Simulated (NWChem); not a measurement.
System: ZrNH3SO; SMILES [NH2][Zr](=[S])[OH]

```xyz
7

Zr    -0.0203    -0.2474    -0.2177
S     -0.0843     1.9515     0.1367
O     -1.5552    -1.3027     0.3271
H     -2.4295    -1.2698     0.7233
N      1.7809    -1.0243     0.2973
H      1.9599    -1.9906     0.5688
H      2.6070    -0.4758     0.5321
```
Atoms are numbered in this order, from 1.

Computed with NWChem. Structure relaxed at the PBE0/def2-SVP (def2 core potentials past Kr) level.

For level TPSS/3-21G, non-relativistic:

```
Property                     Result
---------------------------  ------
highest occupied level (eV)   -5.36
orbital gap (eV)               2.53
dipole (D)                     5.51
```

Question: How do the values read with level TPSS/STO-3G, non-relativistic instead?

Answer: The highest occupied level (eV) is -1.37 and the orbital gap (eV) is 2.77. The dipole (D) is 3.42.
